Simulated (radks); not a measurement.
Results of a calculation; reference values are marked as such.
Minus the highest occupied eigenvalue as an estimate of the ionisation energy, Kr to Kr19+. The LB94 potential has the -1/r tail that LDA and GGA lack but no energy functional. Level of theory: Dirac Kohn-Sham, LB94 model potential, spin-unpolarised, spherical densities, finite nucleus; open shells fill j = l - 1/2 first; Fermi nuclear charge, rms radius 4.1884 fm (a radial shooting solver on a logarithmic mesh with Libxc functionals).

Kr: configuration [Kr]; HOMO 4p3/2; -e(HOMO) (eV) 14.148; <r> (bohr) 1.94; IE, NIST (eV) 14.000; kind exp.
Kr+: configuration [Ar] 3d10 4s2 4p5; HOMO 4p3/2; -e(HOMO) (eV) 24.988; <r> (bohr) 1.83; IE, NIST (eV) 24.360; kind exp.
Kr2+: configuration [Ar] 3d10 4s2 4p4; HOMO 4p3/2; -e(HOMO) (eV) 36.942; <r> (bohr) 1.73; IE, NIST (eV) 35.84; kind exp.
Kr3+: configuration [Ar] 3d10 4s2 4p3; HOMO 4p3/2; -e(HOMO) (eV) 49.876; <r> (bohr) 1.66; IE, NIST (eV) 50.9; kind exp.
Kr4+: configuration [Ar] 3d10 4s2 4p2; HOMO 4p1/2; -e(HOMO) (eV) 64.779; <r> (bohr) 1.56; IE, NIST (eV) 64.7; kind semi-emp.
Kr5+: configuration [Ar] 3d10 4s2 4p1; HOMO 4p1/2; -e(HOMO) (eV) 79.655; <r> (bohr) 1.50; IE, NIST (eV) 78.5; kind semi-emp.
Kr6+: configuration [Ar] 3d10 4s2; HOMO 4s1/2; -e(HOMO) (eV) 112.80; <r> (bohr) 1.34; IE, NIST (eV) 109.13; kind theory
Kr7+: configuration [Ar] 3d10 4s1; HOMO 4s1/2; -e(HOMO) (eV) 130.52; <r> (bohr) 1.30; IE, NIST (eV) 125.80; kind exp.
Kr8+: configuration [Ar] 3d10; HOMO 3d5/2; -e(HOMO) (eV) 230.83; <r> (bohr) 0.543; IE, NIST (eV) 233; kind semi-emp.
Kr9+: configuration [Ar] 3d9; HOMO 3d5/2; -e(HOMO) (eV) 268.46; <r> (bohr) 0.527; IE, NIST (eV) 268; kind theory
Kr10+: configuration [Ar] 3d8; HOMO 3d5/2; -e(HOMO) (eV) 307.94; <r> (bohr) 0.512; IE, NIST (eV) 308; kind theory
Kr11+: configuration [Ar] 3d7; HOMO 3d5/2; -e(HOMO) (eV) 349.21; <r> (bohr) 0.499; IE, NIST (eV) 350; kind theory
Kr12+: configuration [Ar] 3d6; HOMO 3d5/2; -e(HOMO) (eV) 392.22; <r> (bohr) 0.486; IE, NIST (eV) 391; kind theory
Kr13+: configuration [Ar] 3d5; HOMO 3d5/2; -e(HOMO) (eV) 436.95; <r> (bohr) 0.474; IE, NIST (eV) 446; kind theory
Kr14+: configuration [Ar] 3d4; HOMO 3d3/2; -e(HOMO) (eV) 485.25; <r> (bohr) 0.460; IE, NIST (eV) 492; kind theory
Kr15+: configuration [Ar] 3d3; HOMO 3d3/2; -e(HOMO) (eV) 533.50; <r> (bohr) 0.450; IE, NIST (eV) 540; kind theory
Kr16+: configuration [Ar] 3d2; HOMO 3d3/2; -e(HOMO) (eV) 583.37; <r> (bohr) 0.440; IE, NIST (eV) 591; kind theory
Kr17+: configuration [Ar] 3d1; HOMO 3d3/2; -e(HOMO) (eV) 634.85; <r> (bohr) 0.430; IE, NIST (eV) 640; kind theory
Kr18+: configuration [Ar]; HOMO 3p3/2; -e(HOMO) (eV) 781.76; <r> (bohr) 0.468; IE, NIST (eV) 785.32; kind semi-emp.
Kr19+: configuration [Ne] 3s2 3p5; HOMO 3p3/2; -e(HOMO) (eV) 830.89; <r> (bohr) 0.462; IE, NIST (eV) 832; kind semi-emp.

Reference values: NIST Atomic Spectra Database (exp. = measured, semi-emp. = semi-empirical, theory = theoretical value adopted there). Spin polarisation and multiplet splitting are left out.

Beside tabulated values, note that spin-unpolarised runs miss the spin-polarisation part of the exchange energy of open shells.
